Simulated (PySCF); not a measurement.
# Radial density of Yb⁶³⁺ (ytterbium, charge +63)

UHF, [He] 2s2 2p3, high-spin 4S determinant. Computed with PySCF 2.14 in an uncontracted even-tempered set (17 s from 42 bohr⁻², ratio 2.2; 10 p from 54 bohr⁻², ratio 2.2; 5 d from 200 bohr⁻², ratio 2.4; 5 f from 300 bohr⁻², ratio 2.4; 4 g from 450 bohr⁻², ratio 2.4), with no relativity, point nucleus.

```json
{"r (bohr)": "0.000360", "4πr²ρ (e/bohr)": "0.3734", "4πr²(ρα − ρβ)": "0.0000"}
{"r (bohr)": "0.000606", "4πr²ρ (e/bohr)": "1.021", "4πr²(ρα − ρβ)": "0.0000"}
{"r (bohr)": "0.00102", "4πr²ρ (e/bohr)": "2.725", "4πr²(ρα − ρβ)": "0.0002"}
{"r (bohr)": "0.00171", "4πr²ρ (e/bohr)": "6.996", "4πr²(ρα − ρβ)": "0.0013"}
{"r (bohr)": "0.00288", "4πr²ρ (e/bohr)": "16.80", "4πr²(ρα − ρβ)": "0.0101"}
{"r (bohr)": "0.00485", "4πr²ρ (e/bohr)": "36.07", "4πr²(ρα − ρβ)": "0.0714"}
{"r (bohr)": "0.00816", "4πr²ρ (e/bohr)": "64.20", "4πr²(ρα − ρβ)": "0.4546"}
{"r (bohr)": "0.0137", "4πr²ρ (e/bohr)": "83.77", "4πr²(ρα − ρβ)": "2.4798"}
{"r (bohr)": "0.0231", "4πr²ρ (e/bohr)": "69.47", "4πr²(ρα − ρβ)": "10.4391"}
{"r (bohr)": "0.0388", "4πr²ρ (e/bohr)": "50.66", "4πr²(ρα − ρβ)": "28.6325"}
{"r (bohr)": "0.0653", "4πr²ρ (e/bohr)": "63.07", "4πr²(ρα − ρβ)": "38.4391"}
{"r (bohr)": "0.110", "4πr²ρ (e/bohr)": "31.76", "4πr²(ρα − ρβ)": "15.5720"}
{"r (bohr)": "0.185", "4πr²ρ (e/bohr)": "1.981", "4πr²(ρα − ρβ)": "0.8428"}
{"r (bohr)": "0.311", "4πr²ρ (e/bohr)": "0.004825", "4πr²(ρα − ρβ)": "0.0017"}
```

A non-relativistic calculation at this Z misses sizeable relativistic shifts. Spin-orbit coupling, which splits the p, d and f shells strongly at this Z, is absent. Spin-orbit coupling is strong in this species (close to jj coupling), so the high-spin LS determinant is a model state, not a physical level.
